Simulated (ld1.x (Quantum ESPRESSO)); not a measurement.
**What the settings do to the TM semilocal potential of Pt (Z = 78)**

Base potential:

```json
{
 "Element": "Pt (Z = 78)",
 "Generator": "ld1.x (Quantum ESPRESSO) 7.5",
 "Type": "norm-conserving Troullier–Martins (semilocal form)",
 "Functional": "LDA (PZ)",
 "Relativity": "scalar-relativistic",
 "Frozen core": "[Kr] 4d10 4f14 5s2",
 "Valence charge": "16",
 "Reference configuration": "5p6 5d7 6s0 6p0 (charge +3)",
 "Partial waves": "6s (bound, empty): rc 2.25 bohr; 5d (bound): rc 1.75 bohr; 5p (bound): rc 1.20 bohr",
 "Local potential": "the p channel",
 "Core correction": "a·sin(br)/r model core inside 0.80 bohr"
}
```

Cutoffs, loose and tight: the cutoffs (Ry, on a coarse ladder) from which the occupation-weighted sum of valence levels, in a spherical-Bessel basis at the reference potential, stays within 10 and 1 mRy of its value at 400 Ry. They do not see the model core or the augmentation charge, which bear on the density cutoff. Test errors are all-electron minus pseudo excitation energies from the reference, over the configurations 5p6 5d9 6s1 6p0; 5p6 5d9 6s0 6p0; 5p6 5d8 6s0 6p0; 5p6 5d9 6s0.5 6p0; 5p6 5d8 6s1 6p1; 5p6 5d10 6s0 6p0; 5p6 5d8 6s2 6p0 (two spin-polarised tests are not counted in the largest error). A dash means not determined; rows that change the core or the reference have their own tests.

A semilocal file is local in each channel, so a ghost entry of none says nothing of the separable form that plane-wave codes build from it.

| change | outcome | cutoff, loose | cutoff, tight | bound ghosts | largest test error (meV) |
| --- | --- | --- | --- | --- | --- |
| base | generated | 120 Ry | 200 Ry | none | +72 |
| wave 5d (bound): rc 1.75 bohr becomes 5d (bound): rc 1.08 bohr | generated | 140 Ry | 230 Ry | none | +71 |
| wave 5d (bound): rc 1.75 bohr becomes 5d (bound): rc 1.30 bohr | generated | 120 Ry | 200 Ry | none | +71 |
| wave 5d (bound): rc 1.75 bohr becomes 5d (bound): rc 1.44 bohr | generated | 120 Ry | 200 Ry | none | +71 |
| wave 5d (bound): rc 1.75 bohr becomes 5d (bound): rc 1.62 bohr | generated | 120 Ry | 200 Ry | none | +72 |
| wave 5d (bound): rc 1.75 bohr becomes 5d (bound): rc 1.80 bohr | generated | 120 Ry | 200 Ry | none | +72 |
| wave 5d (bound): rc 1.75 bohr becomes 5d (bound): rc 2.00 bohr | generated | 120 Ry | 200 Ry | none | +71 |
| wave 5d (bound): rc 1.75 bohr becomes 5d (bound): rc 2.08 bohr | generated | 120 Ry | 200 Ry | none | +68 |
| wave 5d (bound): rc 1.75 bohr becomes 5d (bound): rc 2.30 bohr | generated | 120 Ry | 200 Ry | none | +57 |
| wave 5d (bound): rc 1.75 bohr becomes 5d (bound): rc 2.44 bohr | generated | 120 Ry | 200 Ry | none | -75 |

What comes out with this change to the base: wave 5d (bound): rc 1.75 bohr becomes 5d (bound): rc 2.66 bohr?

outcome: generated; cutoff, loose: 120 Ry; cutoff, tight: 200 Ry; bound ghosts: none; largest test error (meV): -124.

Reading the sweep of the d radius (base included, trends over the rows without a ghost): The loose cutoff stays near 120 Ry. The median size of the test errors (rows with all tests solved) is not monotonic: lowest 22.9 meV at 2.3 bohr, highest 34.6 meV at 2.66 bohr.
